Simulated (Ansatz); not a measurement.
Species: CH₄ClSi, charge 0, doublet. CH4ClSi (SMILES [SiH2]([CH2])Cl, doublet).
B3LYP-D3(BJ)/def2-TZVP minimum from Ansatz (a program for electronic structure):
```
Si
H 1 1.4760
H 1 1.4760 2 110.98
C 1 1.8332 2 111.06 3 -124.06
H 4 1.0839 1 122.43 2 -30.27
H 4 1.0839 5 114.99 1 175.76
Cl 1 2.0809 2 106.82 3 116.08
```
Charge 0, spin multiplicity 2.

Atomisation energy term by term, kcal/mol (programs: Ansatz). Radicals and triplets start from unrestricted determinants; spin-orbit coupling is neglected. Cores are frozen in correlated methods. Rows without X2C or -DK are non-relativistic. CBS(X,Y): correlation extrapolated as X^-3, Hartree-Fock from the larger set. A bracket is a step between two methods taken in the basis named. 'core' is core correlation in cc-pwCVTZ (1s frozen past Ne), 'X2C' scalar relativity in cc-pVTZ-DK, both at CCSD(T). Where a partner has so few electrons that a lower coupled-cluster level is exact, that level stands in.

| term | basis | kcal/mol |
|---|---|---|
| Hartree-Fock | cc-pV(Q+d)Z | 418.36 |
| CCSD correlation | CBS(cc-pV(T+d)Z,cc-pV(Q+d)Z) | 113.77 |
| (T) | CBS(cc-pV(T+d)Z,cc-pV(Q+d)Z) | 6.14 |
| CCSDT(Q) - CCSD(T) | cc-pV(D+d)Z | 0.34 |
| core correlation | cc-pwCVTZ | 0.92 |
| scalar relativity | X2C, cc-pVTZ-DK | -1.09 |
| sum: De |  | 538.4 |
